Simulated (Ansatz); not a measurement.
Computed with Ansatz on PBE0-D4/def2-TZVP structures; ΔE is electronic, products minus reactants. CBS: MP2 limit from def2 TZ/QZ plus the TZ coupled-cluster correction, frozen cores. DFT in def2-TZVPP. For Ge outer-core shells are correlated without core-valence functions, which leaves a few kJ/mol of doubt a bond. Scalar relativity is left out up to krypton. Each species was taken in one conformer, which may not be the lowest.

Reaction (ligand exchange at a B–N bond): `CBNBN` + `[SH][GeH3]` → `CB[S][GeH3]` + `NBN`

Q: Is it downhill or uphill in electronic energy at CCSD(T)/CBS, and by how much? (An estimate is asked.)

A: Ansatz gave: Uphill: ΔE = +29.9 kJ/mol.

Q: What do these levels give: PBE-D4, r2SCAN-D4, PBE0-D4, ωB97X-V, ωB97M-V, B2PLYP, PBE, r2SCAN, PBE0, CCSD/def2-TZVPP, MP2/def2-QZVPP, HF/CBS(def2)? (Estimate.)

A: The calculation gave: PBE-D4 23.5, r2SCAN-D4 26.1, PBE0-D4 26.1, ωB97X-V 30.9, ωB97M-V 32.3, B2PLYP 31.4, PBE 24.6, r2SCAN 26.2, PBE0 27.1, CCSD/def2-TZVPP 33.8, MP2/def2-QZVPP 26.1, HF/CBS(def2) 41.5 kJ/mol.

Largest T1 diagnostic among the species: 0.013.

In def2-TZVPP, CCSD(T) changes the Hartree–Fock value by −8.6 kJ/mol (the triples alone add −2.3 kJ/mol) and MP2 by −13.5 kJ/mol.
